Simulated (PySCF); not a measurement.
A calculated (UHF, PySCF 2.14, cc-pVTZ, the non-relativistic Hamiltonian (point nucleus)) atom or ion has these occupied shells.

```csv
shell,electrons,orbital energy (eV),"rms radius, mean of both spins (bohr)"
1s α,1,-8316.3,0.0635
1s β,1,-8316.2,0.0635
2s α,1,-1032.8,0.268
2s β,1,-1030.7,0.268
2p α,3,-897.37,0.239
2p β,3,-895.35,0.239
3s α,1,-135.71,0.804
3s β,1,-130.31,0.804
3p α,3,-92.465,0.853
3p β,3,-85.983,0.853
3d α,5,-20.301,1.10
3d β,3,-17.667,1.10
4s α,1,-7.749,3.31
4s β,1,-7.304,3.31
```

(1) Name the element and its charge.

## Answers

(1) Ni (nickel, neutral), in [Ar] 3d8 4s2, high-spin 3F determinant.
